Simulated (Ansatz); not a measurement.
One geometry of CH5ISi⁻, that is SiH2MeI with one electron more, several levels of theory.

```yaml
crystal:
  periodic: [false, false, false]
  atoms:
    - {symbol: Si, position_ang: [0.472942, -0.605793, 0.342981]}
    - {symbol: H, position_ang: [0.458816, -0.660580, 1.824485]}
    - {symbol: H, position_ang: [1.873913, -0.666940, -0.138163]}
    - {symbol: C, position_ang: [-0.405094, 0.906223, -0.295086]}
    - {symbol: H, position_ang: [0.091920, 1.807675, 0.075693]}
    - {symbol: H, position_ang: [-1.444093, 0.922890, 0.039138]}
    - {symbol: H, position_ang: [-0.394719, 0.930504, -1.386336]}
    - {symbol: I, position_ang: [-0.653705, -2.633980, -0.462701]}
basis:
  gaussian: {orbitals: def2-TZVPD, initial_orbitals: start.molden}
total_charge: -1
magnetization: {spin_polarized: true, initial_magnetization: 1}
hamiltonian: {xc: pbe, dispersion: d4}
scf: {omitted_lower_state_checks: [starts]}
output: {orbitals: {seedname: orbitals}}
```

The file start.molden holds the orbitals of an earlier run on this structure, at another level or in another basis.

```sh
$ ansatz run in.yaml --threads 4 --pin off --events-out ev --progress --plain --max-ram 3916MiB
```

It prints (some lines left out):

```
Functional definition: PBE
1118 factors; their error is unknown
mean field evaluation 1: about -17092.5616 eV, gradient 5.9e0 eV
mean field evaluation 2: about -17092.6318 eV, gradient 9.3e-2 eV
mean field evaluation 4: about -17092.6047 eV, gradient 9.9e-3 eV
mean field evaluation 8: about -17092.6047 eV, gradient 8.5e-5 eV
mean field -17092.60470060 eV, -628.1416369636 hartree, gradient 7.0e-6 eV, S^2 0.750733; 0 other end points of the search recorded, 0 dependent functions left out
reference -17092.60476092 eV, -628.1416391802 hartree; 26, 25 occupied and 158, 159 virtual orbitals, 1118 factors
Total energy: -17092.79747000 eV, -628.1487211082 hartree
Checks for a lower state left out: starts
```

Hardware: 4 threads of Intel Xeon on a shared host. Wall time 3 s.

First input, but with `hamiltonian: {xc: r2scan, dispersion: d4}` (abridged; 5.5 s):

```
Functional definition: r2SCAN
mean field -17100.38813170 eV, -628.4276727807 hartree, gradient 1.9e-5 eV, S^2 0.753021
Total energy: -17100.43286320 eV, -628.4293166330 hartree
Checks for a lower state left out: starts
```

First input, but with `hamiltonian: {xc: pbe0, dispersion: d4}` (abridged; 4.5 s):

```
Functional definition: PBE0
mean field -17094.29487116 eV, -628.2037495857 hartree, gradient 1.6e-5 eV, S^2 0.751420
Total energy: -17094.45921357 eV, -628.2097890582 hartree
Checks for a lower state left out: starts
```

Geometry: r2SCAN-D4/def2-TZVP, that of the neutral singlet.

In the def2 sets I takes a core potential; there is no spin–orbit coupling. At PBE-D4/def2-TZVPD, r2SCAN-D4/def2-TZVPD, PBE0-D4/def2-TZVPD the highest occupied level of the charge -1 doublet lies above zero (up to 2.00 eV). By energy differences it is unbound by 0.58 eV (vertical, against the charge 0 singlet, at r2SCAN-D4/def2-TZVPD) and held by the finite basis.
